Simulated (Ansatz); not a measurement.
## Cost against result

Saddle point of SiN₂H₉F, closed shell (SiNH₅ ([NH2][SiH3]) + NH₃ + HF → SiH₃F ([F][SiH3]) + NH₃ + NH₃ (still joined by a long Si–N bond); bonds formed: Si1–F7, N2–H8, H6–N9; bonds broken: H6–F7, H8–N9; bonds weakened to dative contacts: Si1–N2), PBE0-D4/def2-TZVP structure:

Si1  (-0.929, 0.873, -0.679)
N2  (-0.499, -0.893, -0.690)
H3  (-0.853, 1.717, -1.902)
H4  (-0.915, 1.497, 0.686)
H5  (-2.434, 0.590, -0.707)
H6  (1.347, 0.359, 0.620)
F7  (0.962, 1.099, -0.601)
H8  (0.407, -0.938, 0.650)
N9  (1.187, -0.478, 1.284)
H10  (-1.306, -1.481, -0.851)
H11  (0.200, -1.106, -1.393)
H12  (2.007, -1.060, 1.402)
H13  (0.827, -0.177, 2.181)
(Å)

Barriers are electronic and count from the start structure reached by relaxing down the imaginary mode.

Computed with Ansatz 0.2.0 (basis: as named in each row); correlated methods freeze the cores. B3LYP uses VWN-RPA correlation. Extrapolation: Hartree–Fock as exp(−7.88 √X), correlation as X^−2.97.

Times are rough, for one single point on 8 threads of a shared host (Arm Neoverse V2).

The estimate by CCSD(T) at an estimated basis limit (MP2 extrapolated from triple and quadruple zeta, plus CCSD(T) − MP2 in triple zeta) is 55.3 kJ/mol.

```
      method       basis  time (s)  barrier (kJ/mol)  method less estimate
          HF      STO-3G   under 1             189.4                 134.2
      PBE-D4      STO-3G   under 1             -24.3                 -79.6
       SPW92    def2-SVP   under 1             -12.8                 -68.0
    B3LYP-D4       6-31G   under 1              11.5                 -43.8
      PBE-D4    def2-SVP   under 1              22.1                 -33.2
     PBE0-D4    def2-SVP   under 1              31.3                 -23.9
       SPW92  def2-TZVPP   under 1               4.2                 -51.0
      PBE-D4  def2-TZVPP         1              39.1                 -16.2
     BLYP-D4  def2-TZVPP         1              51.6                  -3.7
    BHLYP-D4  def2-TZVPP         1              62.0                   6.7
    B3LYP-D4  def2-TZVPP         2              55.4                   0.2
     PBE0-D4  def2-TZVPP         2              45.9                  -9.4
CAM-B3LYP-D4  def2-TZVPP         2              52.1                  -3.2
     wB97M-V    def2-SVP         2              32.2                 -23.1
   r2SCAN-D4  def2-TZVPP         2              38.5                 -16.7
  r2SCAN0-D4  def2-TZVPP         2              45.2                 -10.0
     CCSD(T)    def2-SVP         3              52.6                  -2.6
      B2PLYP  def2-TZVPP         3              58.6                   3.3
    PBE-QIDH  def2-TZVPP         3              50.1                  -5.1
  RPA on PBE  def2-TZVPP         3              59.1                   3.8
     wB97X-V  def2-TZVPP         4              51.3                  -4.0
     wB97M-V  def2-TZVPP         4              48.2                  -7.1
      B97M-V  def2-TZVPP         5              46.3                  -9.0
         MP2  def2-QZVPP        14              52.9                  -2.4
     CCSD(T)  def2-TZVPP        96              57.4                   2.1
```

All methods are single points on the PBE0-D4 structures; a negative value means that the method puts the saddle structure below the start.

The T1 diagnostic stays at or below 0.011.

Steps of this kind, hydrogen fluoride cutting a network bond, underlie vapour etching and the fluorination step of atomic layer etching.

Labels in which every atom is bracketed show which atoms are joined, not bond orders.
